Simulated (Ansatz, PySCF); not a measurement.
Gas-phase reaction (SMILES): C[Si](C)(P)P + 3 [SiH4] (SiH4) -> 2 C[SiH3] + 2 [SiH3]P; bond separation energy.

Geometries: B3LYP-D3(BJ)/def2-TZVP minima from Ansatz (an electronic-structure program), one conformer each, not searched for the lowest. Cores are frozen in the correlated levels unless marked. Spin-orbit coupling is left out. Non-relativistic. CBS marks a two-point X^-3 extrapolation of the correlation energy; Hartree-Fock from the larger set. The bracket is a focal-point correction in the basis named. Thermal terms are rigid-rotor harmonic-oscillator values from B3LYP-D3(BJ) frequencies (PySCF) at 298.15 K and 1 atm. 1 Eh = 627.5095 kcal/mol.

```tsv
species	E, RI-MP2/CBS(cc-pV(T+d)Z,cc-pV(Q+d)Z)+[CCSD(T)-MP2]/cc-pV(T+d)Z (Ansatz) (Eh)	E, PBE0-D4/def2-TZVPD (Ansatz + dftd4) (Eh)	H - E (Eh)	G - E (Eh)
C[Si](C)(P)P	-1053.10581	-1054.05603	0.12089	0.07478
C[SiH3]	-330.73641	-331.05339	0.06602	0.03705
[SiH3]P	-633.00506	-633.60793	0.04753	0.01577
[SiH4] (SiH4)	-291.46100	-291.75741	0.03520	0.01198
```

Problem. Work out ΔE and ΔH, ΔG, ΔS and the equilibrium constant at 298.15 K at the first level, then ΔH at the second.

Solution. 
1. ΔE = [2×(-330.73641) + 2×(-633.00506)] - [(-1053.10581) + 3×(-291.46100)] = 0.00587 Eh = 3.7 kcal/mol at RI-MP2/CBS(cc-pV(T+d)Z,cc-pV(Q+d)Z)+[CCSD(T)-MP2]/cc-pV(T+d)Z.
2. The terms H - E add up to 0.00061 Eh, so ΔH = (0.00587 + (0.00061))×627.5095 = 4.1 kcal/mol.
3. The terms G - E add up to -0.00508 Eh, so ΔG = 0.5 kcal/mol, and ΔS = (0.00061 - (-0.00508))×627509.5/298.15 = 12.0 cal/(mol K).
4. log10 K = -ΔG/(RT ln 10) = -0.4, with RT ln 10 = 1.3642 kcal/mol.
5. At PBE0-D4/def2-TZVPD the same steps give ΔE = 3.5 and ΔH = 3.9 kcal/mol, a shift of -0.2 from the first level.
6. With ΔG under 1 kcal/mol in size, these levels don't settle on which side the equilibrium lies.
7. These values are not checked against measurement here, since the tables used lack a sound gas-phase enthalpy of formation for at least one species.
